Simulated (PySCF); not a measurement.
**NdBr2 at several levels of theory**

Computed with PySCF 2.14.0 (density fitting, no spin-orbit coupling) at the geometry relaxed with PBE0:

```xyz
3
NdBr2 (singlet in the valence; each metal's 4f electrons, 4 of them, lie in its core potential, out of spins and levels)
Nd    0.0000    0.0000   -0.4700
Br    2.6573    0.0000    0.4907
Br   -2.6573    0.0000    0.4907
```

```
level                                   basis    state  HOMO (eV)  gap (eV)  charge on Nd1 (e)  population of f-type functions on Nd1 (polarisation alone where 4f lies in the core)  dipole about the centre of mass (D)  largest force component (eV/Å)
 PBE0  Nd lcecp-0-SVP with ECP50, Br def2-SVP  singlet          –         –               0.88                                                                                  0.02                                 5.53                            0.00
B3LYP                                the same  singlet          –         –               0.81                                                                                  0.02                                 5.43                            0.15
  PBE                                the same  singlet          –         –               0.75                                                                                  0.02                                 5.22                            0.07
```

In the lcecp rows the 4f levels are missing from HOMO and gap, and the state counts the valence alone.

Charges are Mulliken's, which hang on the basis. The relaxation used the grid (50, 194), these runs (75, 302) or, all-electron (x2c bases, spin-free X2C Hamiltonian), (99, 590).

Problem. What does PBE0 with Nd lcecp-0-TZVP with ECP50, Br def2-TZVP give here?

Solution. state singlet, charge on Nd1 (e) 1.21, population of f-type functions on Nd1 (polarisation alone where 4f lies in the core) 0.03, dipole about the centre of mass (D) 5.61, largest force component (eV/Å) 0.03. Time: 11 s on 2 threads of Arm Neoverse V1, with other jobs on the host, from free ions and atoms.

An lcecp potential fixes the number of 4f electrons, so in runs with it no electron can move into or out of that shell; real Nd(II) is rare or takes another configuration.
